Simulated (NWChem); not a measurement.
System: CH₄AlClOS; SMILES C[S][Al]([OH])[Cl]

Input file for NWChem:

```
start job
memory heap 200 mb stack 900 mb global 1100 mb
geometry units angstroms noautoz
  Al     0.365547     0.327949    -0.000236
  Cl    -0.346204     2.300829     0.001640
  O      2.024241    -0.024398    -0.002368
  H      2.746267     0.605556     0.000635
  S     -1.016693    -1.327959    -0.000527
  C      0.150441    -2.743943    -0.000924
  H      1.197172    -2.413562    -0.004635
  H     -0.042643    -3.352532    -0.894289
  H     -0.037342    -3.349137     0.895851
end
basis spherical
  * library def2-svp
end
dft
  xc hfexch
  iterations 150
  mulliken
end
task dft energy
```

Excerpt of the output:

```
             Northwest Computational Chemistry Package (NWChem) 7.3.0
             --------------------------------------------------------

 C1  symmetry detected

                             Geometry "geometry" -> ""
                             -------------------------

 Output coordinates in angstroms (scale by  1.889725989 to convert to a.u.)

  No.       Tag          Charge          X              Y              Z
 ---- ---------------- ---------- -------------- -------------- --------------
    1 Al                  13.0000     0.29191092     0.38959882    -0.00004076
    2 Cl                  17.0000    -0.51192979     2.32678456     0.00017616
    3 O                    8.0000     1.96535453     0.11572874    -0.00068601
    4 H                    1.0000     2.65692090     0.77897699     0.00252509
    5 S                   16.0000    -1.01084040    -1.32954561    -0.00047794
    6 C                    6.0000     0.22165999    -2.68901378     0.00082594
    7 H                    1.0000     1.25167967    -2.30972351    -0.00225666
    8 H                    1.0000     0.05815796    -3.30648536    -0.89234760
    9 H                    1.0000     0.06185614    -3.30190775     0.89779380

 Effective nuclear repulsion energy (a.u.)     327.5328045605

  xc_inp: hfexch multiplicative factor not found.

                                 NWChem DFT Module
                                 -----------------

 Summary of "ao basis" -> "ao basis" (spherical)
 ------------------------------------------------------------------------------
       Tag                 Description            Shells   Functions and Types
 ---------------- ------------------------------  ------  ---------------------
 Al                         def2-svp                 8       18   4s3p1d
 Cl                         def2-svp                 8       18   4s3p1d
 O                          def2-svp                 6       14   3s2p1d
 H                          def2-svp                 3        5   2s1p
 S                          def2-svp                 8       18   4s3p1d
 C                          def2-svp                 6       14   3s2p1d

            General Information
            -------------------
          SCF calculation type: DFT
          Wavefunction type:  closed shell.
          No. of atoms     :     9
          No. of electrons :    64
           Alpha electrons :    32
            Beta electrons :    32
          Charge           :     0
          Spin multiplicity:     1
          Use of symmetry is: off; symmetry adaption is: off
          Maximum number of iterations: 150
          AO basis - number of functions:   102
                     number of shells:    48
          Convergence on energy requested:  1.00D-06
          Convergence on density requested:  1.00D-05
          Convergence on gradient requested:  5.00D-04

              XC Information
              --------------
                     Hartree-Fock (Exact) Exchange  1.000

      Superposition of Atomic Density Guess
      -------------------------------------

 Sum of atomic energies:       -1212.77533529

      Non-variational initial energy
      ------------------------------

 Total energy =   -1214.285561
 1-e energy   =   -2328.678082
 2-e energy   =     786.859716
 HOMO         =      -0.302057
 LUMO         =      -0.016037

     ---------------------------------------------
      Total Density - Mulliken Population Analysis
     ---------------------------------------------

    Atom       Charge   Shell Charges
 -----------   ------   -------------------------------------------------------
    1 Al  13    11.70   2.00  1.99  0.69  0.06  5.93  0.53  0.28  0.21
    2 Cl  17    17.47   2.00  1.99  1.23  0.72  5.94  2.18  3.40  0.01
    3 O    8     8.89   1.99  1.10  0.64  3.15  2.00  0.00
    4 H    1     0.65   0.52  0.07  0.06
    5 S   16    16.45   2.00  1.99  1.20  0.65  5.94  1.80  2.82  0.04
    6 C    6     6.20   1.99  0.94  0.25  1.91  1.08  0.02
    7 H    1     0.89   0.67  0.19  0.03
    8 H    1     0.88   0.67  0.19  0.02
    9 H    1     0.88   0.67  0.19  0.02

   convergence    iter        energy       DeltaE   RMS-Dens  Diis-err
 ---------------- ----- ----------------- --------- --------- ---------
 d= 0,ls=0.0,diis     1  -1213.6685223208 -1.54D+03  6.69D-03  6.33D-01
 d= 0,ls=0.0,diis     2  -1213.7292982051 -6.08D-02  2.35D-03  2.07D-01
 d= 0,ls=0.0,diis     3  -1213.7493589494 -2.01D-02  7.27D-04  4.80D-03
 d= 0,ls=0.0,diis     4  -1213.7502584641 -9.00D-04  1.93D-04  2.96D-04
 d= 0,ls=0.0,diis     5  -1213.7503220165 -6.36D-05  6.73D-05  1.80D-05
  Resetting Diis
 d= 0,ls=0.0,diis     6  -1213.7503282879 -6.27D-06  2.55D-05  1.52D-06
 d= 0,ls=0.0,diis     7  -1213.7503289994 -7.11D-07  4.92D-06  1.56D-07

         Total DFT energy =    -1213.750328999367
      One electron energy =    -2332.468624513169
           Coulomb energy =      876.954449541607
    Exchange-Corr. energy =      -85.768958588355
 Nuclear repulsion energy =      327.532804560549

 Numeric. integr. density =        0.000000000000

                       DFT Final Molecular Orbital Analysis
                       ------------------------------------

 Vector   30  Occ=2.000000D+00  E=-4.605935D-01
              MO Center= -4.2D-01,  1.7D+00,  1.3D-04, r^2= 3.5D+00
   Bfn.  Coefficient  Atom+Function         Bfn.  Coefficient  Atom+Function
  ----- ------------  ---------------      ----- ------------  ---------------
    29      0.549637  2 Cl px                26      0.388781  2 Cl px
    23      0.226176  2 Cl px                30      0.225130  2 Cl py
    27      0.161352  2 Cl py                59      0.132870  5 S  s
    66     -0.112365  5 S  px                78     -0.107066  6 C  py
    67      0.103895  5 S  py                41     -0.100553  3 O  py

[...]
```

Level: Hartree-Fock/def2-SVP. Geometry: optimised at PBE0/def2-SVP.
